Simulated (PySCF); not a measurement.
H₄Cl₃NSi₂, SMILES N([SiH](Cl)Cl)[SiH2]Cl (PBE0/def2-SVP optimised geometry):

```
10

Si     1.144    -0.459     1.091
Cl     1.774    -2.290     0.358
N      0.069     0.358     0.000
Si    -1.651     0.358     0.000
Cl    -2.402    -0.549    -1.688
Cl    -2.362     2.290     0.000
H      0.405    -0.706     2.354
H      2.362     0.368     1.283
H      0.512     0.821    -0.793
H     -2.128    -0.353     1.205
```

Computed with PBE0/def2-TZVP (PySCF 2.14.0).

Task: What are the frontier orbital energies and the dipole moment?

Result: HOMO-2 -9.32 eV, HOMO-1 -9.10 eV, HOMO -8.54 eV, LUMO -0.03 eV, LUMO+1 0.14 eV; dipole moment 1.45 D.

On the same geometry PBE/def2-TZVP (PySCF) gives HOMO-2 -7.90 eV, HOMO-1 -7.71 eV, HOMO -7.14 eV, LUMO -0.88 eV, LUMO+1 -0.84 eV; dipole moment 1.37 D.

Meta-Löwdin charges at PBE0/def2-TZVP: Si1 0.78, Cl2 -0.31, N3 -0.80, Si4 0.93, Cl5 -0.29, Cl6 -0.29, H7 -0.09, H8 -0.09, H9 0.26, H10 -0.09.
